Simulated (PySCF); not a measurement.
BLYP on Te (tellurium, neutral), [Kr] 4d10 5s2 5p3 5d1, high-spin 5D determinant (an excited configuration). All numbers are calculated (PySCF 2.14, the spin-free X2C one-electron Hamiltonian (Gaussian nucleus), in aug-cc-pwCVTZ-DK3 (10s9p7d4f1g, 109 functions)).

```
cycle= 1 E= -6793.47191299347  delta_E= -0.0224  |g|= 0.0548  |ddm|= 0.607
cycle= 2 E= -6793.47205684604  delta_E= -0.000144  |g|= 0.0142  |ddm|= 0.0767
cycle= 3 E= -6793.4720969557  delta_E= -4.01e-05  |g|= 0.0112  |ddm|= 0.0307
cycle= 4 E= -6793.47211563295  delta_E= -1.87e-05  |g|= 0.000523  |ddm|= 0.00851
cycle= 5 E= -6793.47211578639  delta_E= -1.53e-07  |g|= 4.21e-05  |ddm|= 0.00146
cycle= 6 E= -6793.47211578761  delta_E= -1.23e-09  |g|= 4.29e-06  |ddm|= 0.000121
cycle= 7 E= -6793.47211578762  delta_E= -6.37e-12  |g|= 4.85e-07  |ddm|= 1.49e-05
converged SCF energy = -6793.47211578762  <S^2> = 6.0004715  2S+1 = 5.0001886
```

Highest occupied orbital energy: 0.333 eV; ⟨L²⟩ = 6.01; populations by l: s 10.00, p 21.00, d 21.00, f 0.00.

Task: Can this result be used?

Result: Not for this state. The calculation finished and met its thresholds. The outer electron is Rydberg-like, and this basis confines it to a smaller radius and binds it less than a complete one would. At BLYP the highest occupied level has a positive energy, so only the finite basis holds that electron; for this excited configuration the basis is too tight for the outer shell.
